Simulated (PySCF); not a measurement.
TiI₃, SMILES [I][Ti+]([I])[I], charge +1, multiplicity 1.

Geometry: PBE-D3(BJ)/def2-SVP. The spin state was assumed, not searched. The isomer is the one that the SMILES or the coordinates give; other isomers of the formula were not compared. The def2 effective core potentials stand for the cores of I; spin–orbit coupling is left out.

All values below come from PBE-D3(BJ)/def2-SVP (PySCF).

Frequencies are harmonic and unscaled.

Modes within 1.5 cm⁻¹ of each other (mostly degenerate sets) share a row, with their intensities summed.

```json
[
 {"mode": "1–2", "ν (cm⁻¹)": "65", "IR (km/mol)": "0.0", "moving atoms (share of kinetic energy)": "I 93 %"},
 {"mode": "3", "ν (cm⁻¹)": "73", "IR (km/mol)": "2.4", "moving atoms (share of kinetic energy)": "I 65 %, Ti 35 %"},
 {"mode": "4", "ν (cm⁻¹)": "240", "IR (km/mol)": "7.2", "moving atoms (share of kinetic energy)": "Ti 54 %, I 46 %"},
 {"mode": "5–6", "ν (cm⁻¹)": "353", "IR (km/mol)": "118.2", "moving atoms (share of kinetic energy)": "Ti 80 %, I 20 %"}
]
```
